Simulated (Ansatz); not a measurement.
A nudged elastic band was laid between two geometries of C2H5Te (8 atoms, charge 1, multiplicity 1).

All numbers below come from Ansatz 0.2.0, RKS PBE0-D4/def2-SVP.

- movable images: 7
- climbing image: yes
- spring: 5.0 eV/Å²
- optimiser: quadratic models (default)
- start path: through a guess of the saddle point
- force threshold: 0.05 eV/Å
- iteration limit: 50
- end points: relaxed

Initial state:

```xyz
8
Properties=species:S:1:pos:R:3
C -0.084 1.089 -0.243
C -0.154 -0.344 0.009
Te 1.306 -1.455 0.767
H -0.914 1.582 0.303
H -0.328 1.270 -1.310
H 0.868 1.573 0.010
H -1.091 -0.864 -0.236
H 0.398 -2.852 0.701
```

Final state:

```xyz
8
Properties=species:S:1:pos:R:3
C -0.156 1.093 -0.184
C 0.021 -0.353 -0.133
Te 0.400 -1.411 1.503
H -0.067 1.619 0.775
H -1.142 1.310 -0.643
H 0.569 1.510 -0.912
H -0.061 -0.915 -1.074
H 0.437 -2.853 0.668
```

Q: What changes between the two ends?

A: No bond is made or broken. The dihedral H6–C1–C2–Te3 goes from 0 to 124°. The two ends are copies of one structure, up to a mirror image or an exchange of like atoms.

Q: Give the energies along the band, and the barrier.

A: It converged. The highest image is number 4 of 0 to 8, 0.112 eV above the ends, which have the same energy within 2 meV. A vibrational analysis at the climbing image gives one clearly imaginary mode, 241i cm⁻¹: a first-order saddle point.

| image | path coordinate (Å) | energy (eV) | dihedral H6–C1–C2–Te3 (°) |
| --- | --- | --- | --- |
| 0 | 0.00 | 0.000 | 0 |
| 1 | 0.33 | 0.014 | 14 |
| 2 | 0.66 | 0.052 | 28 |
| 3 | 0.99 | 0.094 | 43 |
| 4 | 1.33 | 0.112 | 59 |
| 5 | 1.66 | 0.093 | 75 |
| 6 | 1.99 | 0.051 | 91 |
| 7 | 2.32 | 0.014 | 108 |
| 8 | 2.65 | 0.000 | 124 |

Q: What is the geometry of the highest image?

A: 
```xyz
8
Properties=species:S:1:pos:R:3
C -0.143 1.093 -0.249
C -0.100 -0.365 -0.094
Te 0.965 -1.376 1.248
H -0.474 1.583 0.686
H -0.814 1.391 -1.065
H 0.865 1.504 -0.447
H -0.705 -0.987 -0.770
H 0.406 -2.843 0.691
```

Q: What are the harmonic wavenumbers there?

A: 241i, 279, 425, 637, 731, 731, 1001, 1019, 1124, 1289, 1349, 1407, 1441, 2163, 3029, 3095, 3189, 3198 cm⁻¹.

The band took 5 iterations and about 4 core-minutes.

Run time: 3.9 min on 1 thread of Arm Neoverse N1, with other jobs on the host, peak memory 0.16 GiB.
